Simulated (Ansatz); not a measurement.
Coupled-cluster diagnostics for Si3Ge, Ansatz.

Geometry of the singlet (r2SCAN-D4/def2-SVP):

```xyz
4

Si    1.1324    0.3911    0.1432
Si    0.3153   -1.3380    1.4536
Si   -1.1284   -0.4139   -0.1076
Ge   -0.3192    1.3608   -1.4892
```

Correlated methods freeze 24 core orbitals; core or outer-core shells of Ge are correlated, in sets that lack core-valence functions. The structure comes from a short search, and lower isomers may exist.

Geometry of the charge 0 triplet (r2SCAN-D4/def2-SVP):

```csv
atom,x (Å),y (Å),z (Å)
Si1,-1.0430,0.6903,-0.2244
Si2,-0.7800,-0.5725,1.6388
Si3,1.0212,-0.7064,0.2701
Ge4,0.8018,0.5886,-1.6845
```

Geometry of the charge 0 quintet (r2SCAN-D4/def2-SVP):

```xyz
4

Si   -0.685    0.085    1.090
Si   -1.557    0.358   -1.018
Si    0.740    0.415   -0.973
Ge    1.502   -0.858    0.900
```

(1) Estimate the CCSD(T) correlation energy, the shares of MP2 and (T), T1 and the reference's ⟨S²⟩ for: charge 0, singlet, own geometry in def2-TZVPP; charge 0, triplet, own geometry in def2-TZVPP; charge 0, quintet, own geometry in def2-TZVPP; charge 1, doublet, vertical in def2-TZVPP; and the rough time on 4 threads of Arm Neoverse N1 on a shared host.

## Answers

(1) 
| state | basis | correlation (eV) | MP2 share (%) | (T) share (%) | T1 | ⟨S²⟩ (pure) | wall time | remarks |
| --- | --- | --- | --- | --- | --- | --- | --- | --- |
| charge 0, singlet, own geometry | def2-TZVPP | -16.635 | 92.1 | 7.3 | 0.016 | 0.00 (0.00) | 37 s | restricted SCF unstable |
| charge 0, triplet, own geometry | def2-TZVPP | -16.426 | 91.1 | 7.5 | 0.030 | 2.19 (2.00) | 2.6 min | spin-contaminated |
| charge 0, quintet, own geometry | def2-TZVPP | -15.438 | 88.5 | 7.0 | 0.085 | 6.26 (6.00) | 75 s | flagged by the program, large T1, spin-contaminated |
| charge 1, doublet, vertical | def2-TZVPP | -15.444 | 88.7 | 7.1 | 0.058 | 1.12 (0.75) | 3 min | large T1, spin-contaminated |
Customary marks for T1 are 0.02 (closed shells), 0.045 (open shells) and about 0.05 (3d metals). T1 exceeds 0.02 in 3 of 4 rows and 0.045 in 2; the higher it lies, the less the single-reference result can be trusted.
